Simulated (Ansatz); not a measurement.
A nudged elastic band was laid between two geometries of ClFGaH3 (6 atoms, charge 0, multiplicity 1).

These are results of RKS B3LYP-D4/def2-SVP (Ansatz 0.2.0), not measurements.

```yaml
movable_images: 5
climbing_image: yes
spring: 5.0 eV/Å²
optimiser: quadratic models (default)
start_path: through a guess of the saddle point
force_threshold: 0.03 eV/Å
iteration_limit: 60
end_points: relaxed
```

Image 0:

```xyz
6
Properties=species:S:1:pos:R:3
Ga 0.208 0.194 0.240
H 0.139 1.123 1.486
H 1.322 -0.083 -0.812
Cl -1.831 -0.460 -0.467
F 0.025 -1.802 1.192
H -0.837 -1.860 0.779
```

Image 6:

```xyz
6
Properties=species:S:1:pos:R:3
Ga 0.012 -0.732 -0.375
H -0.258 0.501 1.934
H 1.292 0.072 -0.701
Cl -1.961 -0.256 -1.077
F 0.097 -2.240 0.523
H -0.155 -0.233 2.114
```

**Question.** What changes between the two ends?

**Answer.** Bonds broken: Ga1–H2, F5–H6. Bonds formed: H2–H6. ClFGaH3 becomes ClFGaH + H2.

**Question.** What energy profile does the band end with?

**Answer.** The forces met the threshold. The highest image is number 4 of 0 to 6, 70.5 kJ/mol above the first end and 96.8 kJ/mol above the last; the last end lies 26.3 kJ/mol below the first. A vibrational analysis at the climbing image gives one clearly imaginary mode, 1067i cm⁻¹: a first-order saddle point. The orbitals stay closed-shell, which can raise the energy where a bond breaks towards radicals; this wasn't checked here.

| image | path coordinate (Å) | energy (kJ/mol) | Ga1–H2 (Å) | F5–H6 (Å) | H2–H6 (Å) |
| --- | --- | --- | --- | --- | --- |
| 0 | 0.00 | 0.0 | 1.56 | 0.96 | 3.22 |
| 1 | 0.69 | 13.4 | 1.56 | 0.94 | 3.06 |
| 2 | 1.38 | 20.7 | 1.57 | 0.93 | 2.68 |
| 3 | 2.08 | 27.2 | 1.59 | 0.94 | 1.85 |
| 4 | 2.77 | 70.5 | 1.78 | 1.19 | 1.04 |
| 5 | 3.40 | -8.4 | 2.19 | 1.86 | 0.78 |
| 6 | 4.03 | -26.3 | 2.63 | 2.57 | 0.76 |

**Question.** What is the geometry of the highest image?

**Answer.** 
```xyz
6
Properties=species:S:1:pos:R:3:forces:R:3
Ga -0.044 -0.270 -0.106 0.00 0.00 0.00
H -0.170 0.209 1.599 0.00 0.00 0.00
H 1.305 0.018 -0.807 0.00 0.00 0.00
Cl -1.988 -0.163 -1.022 0.00 0.00 0.00
F 0.021 -1.857 1.088 0.00 0.00 0.00
H -0.097 -0.825 1.665 0.00 0.00 0.00
```

**Question.** What are the harmonic wavenumbers there?

**Answer.** 1067i, 140, 372, 426, 492, 596, 677, 1057, 1204, 1773, 1809, 2052 cm⁻¹.

Time of the run: 3.1 min on 1 thread of Arm Neoverse V1, with other jobs on the host, peak memory 0.16 GiB.
